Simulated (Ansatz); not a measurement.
Reaction (substitution at a C–Si bond): `C[SiH](O)S` + `CNBN` → `CN(C)BN` + `O[SiH2]S`

Gas-phase electronic energies from Ansatz, PBE0-D4/def2-TZVP geometries. CCSD(T)/CBS is the MP2 limit (def2-TZVPP, def2-QZVPP) plus CCSD(T) − MP2 in def2-TZVPP, frozen cores. DFT in def2-TZVPP. One conformer a species, not always the lowest.

Task: Is it downhill or uphill in electronic energy at CCSD(T)/CBS, and by how much? (Estimate.)

Result: Ansatz gave: Uphill: ΔE = +75.8 kJ/mol.

Task: What do these levels give: r2SCAN-D4, PBE0-D4, CAM-B3LYP-D4, revPBE, CAM-B3LYP, SCS-MP2/def2-TZVPP? (An estimate is asked.)

Result: Computed: r2SCAN-D4 79.6, PBE0-D4 77.2, CAM-B3LYP-D4 74.5, revPBE 79.0, CAM-B3LYP 75.2, SCS-MP2/def2-TZVPP 72.4 kJ/mol.

Largest T1 diagnostic among the species: 0.011.

Leaving LDA and LC-ωPBE aside and taking each functional with its dispersion term where it has one, the values, not all of them listed here, spread over 7.4 kJ/mol, from BLYP-D4 to r2SCAN0-D4. LDA lies −6.8 kJ/mol from PBE without D4. At CCSD(T), def2-SVP lies −16.3 kJ/mol from the extrapolated value and def2-TZVPP −2.7 kJ/mol.
